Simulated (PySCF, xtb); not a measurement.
FH5SSi2, SMILES F[SiH2]S[SiH3].

GFN2-xTB (xtb 6.7.1) at its own geometry gives an orbital gap of 4.47 eV and a dipole moment of 2.03 D.

Geometry optimised at ωB97X-D3(BJ)/def2-SVP. This is a generated structure with no PubChem entry under its InChIKey; it may be hypothetical. The values are those of a single conformer.

Q: What does r2SCAN/def2-TZVP run with PySCF give? (An estimate is asked for; the answer gives what the named calculation found.)

A: gap 6.05 eV (levels -6.92 and -0.87 eV), dipole 0.84 D.
